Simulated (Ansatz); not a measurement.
One geometry of Zr3O5, several levels of theory.

```yaml
crystal:
  periodic: [false, false, false]
  atoms:
    - {symbol: Zr, position_ang: [1.304802, -0.502237, -1.095353]}
    - {symbol: Zr, position_ang: [-1.094156, -0.613538, 1.602198]}
    - {symbol: Zr, position_ang: [-0.283420, 2.429796, -0.017433]}
    - {symbol: O, position_ang: [0.893129, 1.398438, -1.209831]}
    - {symbol: O, position_ang: [-1.098480, 1.359984, 1.378019]}
    - {symbol: O, position_ang: [-2.659658, -1.295924, 1.236472]}
    - {symbol: O, position_ang: [2.633822, -1.478969, -2.256677]}
    - {symbol: O, position_ang: [0.303972, -1.297542, 0.362594]}
basis:
  gaussian: {orbitals: def2-TZVP, initial_orbitals: start.molden}
magnetization: {spin_polarized: true, initial_magnetization: 4}
hamiltonian: {xc: pbe, dispersion: d4}
scf: {omitted_lower_state_checks: [starts]}
output: {orbitals: {seedname: orbitals}}
```

The file start.molden holds the orbitals of an earlier run on this structure, at another level or in another basis.

```sh
$ ansatz run in.yaml --threads 4 --pin off --events-out ev --progress --plain --max-ram 8704MiB
```

Output, abridged:

```
Functional definition: PBE
1718 factors; their error is unknown
mean field evaluation 1: about -14079.1553 eV, gradient 8.8e0 eV
mean field evaluation 2: about -14079.4966 eV, gradient 4.9e-1 eV
mean field evaluation 4: about -14079.5163 eV, gradient 6.4e-1 eV
mean field evaluation 8: about -14079.5182 eV, gradient 1.5e-2 eV
mean field evaluation 16: about -14079.5182 eV, gradient 5.2e-5 eV
mean field -14079.51819446 eV, -517.4127502060 hartree, gradient 4.8e-6 eV, S^2 6.006979; 0 other end points of the search recorded, 0 dependent functions left out
reference -14079.51827020 eV, -517.4127529895 hartree; 40, 36 occupied and 235, 239 virtual orbitals, 1718 factors
Total energy: -14079.87378751 eV, -517.4258180096 hartree
Checks for a lower state left out: starts
```

It took 30 s on 4 threads of Intel Xeon on a shared host, peak host memory 0.6 GiB.

The first input with `gaussian: {orbitals: def2-SVP, initial_orbitals: start.molden}`, `hamiltonian: {xc: {text: "exchange = 0.85*pbe_x + 0.15*exact_x\ncorrelation = pbe_c"}}` (abridged; 25 s):

```
Functional definition: unnamed
mean field -14064.55121052 eV, -516.8627236914 hartree, gradient 2.2e-6 eV, S^2 6.006735
Total energy: -14064.55126450 eV, -516.8627256753 hartree
Checks for a lower state left out: starts
```

The first input with `gaussian: {orbitals: def2-SVP, initial_orbitals: start.molden}`, `hamiltonian: {xc: {text: "exchange = 0.90*pbe_x + 0.10*exact_x\ncorrelation = pbe_c"}}` (abridged; 23 s):

```
Functional definition: unnamed
mean field -14065.16234862 eV, -516.8851826025 hartree, gradient 6.3e-6 eV, S^2 6.006577
Total energy: -14065.16240506 eV, -516.8851846763 hartree
Checks for a lower state left out: starts
```

As the first input, with `correlation: {method: mp2}` and without the key `hamiltonian` (abridged; 68 s):

```
Functional definition: HF
mean field evaluation 16: about -13997.9728 eV, gradient 5.3e-7 eV
mean field -13997.97281150 eV, -514.4160126559 hartree, gradient 9.9e-8 eV, S^2 6.017684
5 core orbitals not correlated: weight in the atoms' cores, before any rotation towards them, 1.000 or more for the frozen orbitals, at most 0.000 for the correlated occupied ones
second order -54.52379799 eV of doubles, -0.00000000 eV of singles
Total energy: -14052.49660949 eV, -516.4197252744 hartree
Checks for a lower state left out: starts
```

As the first input, with `gaussian: {orbitals: def2-SVP, initial_orbitals: start.molden}`, `hamiltonian: {xc: {text: "exchange = 0.60*pbe_x + 0.40*exact_x\ncorrelation = pbe_c"}}` (abridged; 30 s):

```
Functional definition: unnamed
mean field -14061.87016705 eV, -516.7641971611 hartree, gradient 7.6e-6 eV, S^2 6.007653
Total energy: -14061.87020754 eV, -516.7641986493 hartree
Checks for a lower state left out: starts
```

First input, but with `hamiltonian: {xc: lda}` (abridged; 15 s):

```
Functional definition: SPW92
mean field evaluation 16: about -14007.8877 eV, gradient 8.3e-5 eV
mean field -14007.88774568 eV, -514.7803797664 hartree, gradient 8.1e-6 eV, S^2 6.006977
Total energy: -14007.88781297 eV, -514.7803822393 hartree
Checks for a lower state left out: starts
```

First input, but with `hamiltonian: {xc: pbe0, dispersion: d4}` (abridged; 80 s):

```
Functional definition: PBE0
mean field evaluation 16: about -14076.4631 eV, gradient 4.7e-6 eV
mean field -14076.46310730 eV, -517.3004778238 hartree, gradient 4.7e-6 eV, S^2 6.007809
Total energy: -14076.77266435 eV, -517.3118538357 hartree
Checks for a lower state left out: starts
```

Geometry: PBE0-D4/def2-SVP.

In the def2 sets Zr takes a core potential; there is no spin–orbit coupling. Correlated methods freeze 5 core orbitals; core or outer-core shells of Zr are correlated, in sets that lack core-valence functions. At PBE0-D4/def2-TZVP a singlet of charge 0 lies 3.03 eV below the quintet, each at its own geometry. The structure comes from a short search, and lower isomers may exist.
